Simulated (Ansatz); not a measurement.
```yaml
crystal:
  periodic: [false, false, false]
  atoms:
    - {symbol: F, position_ang: [0.610370, -2.337823, -0.545437]}
    - {symbol: Zr, position_ang: [0.145243, -0.526755, 0.111585]}
    - {symbol: F, position_ang: [1.162125, -0.074537, 1.753077]}
    - {symbol: Se, position_ang: [-2.508998, -0.354754, 0.502838]}
    - {symbol: Se, position_ang: [0.669619, 1.325187, -1.779268]}
    - {symbol: H, position_ang: [-2.196220, 0.820714, 1.461686]}
    - {symbol: H, position_ang: [2.182119, 1.076672, -1.552360]}
basis:
  gaussian: {orbitals: x2c-TZVPPall}
total_charge: 1
magnetization: {spin_polarized: true, initial_magnetization: 1}
hamiltonian: {xc: {name: HF}}
correlation: {method: mp2, frozen_orbitals: {F: 9}}
output: {forces: true}
```

```sh
$ ansatz run in.yaml --threads 4 --pin off --events-out ev --progress --plain --max-ram 11315MiB
```

Shortened log:

```
Functional definition: HF
Error: "frozen_orbitals" has no count for Zr
```

Q: What is wrong with this run?

A: Frozen orbitals are typed for one element alone, and the program wants a count for each. The input was rejected before any iteration.
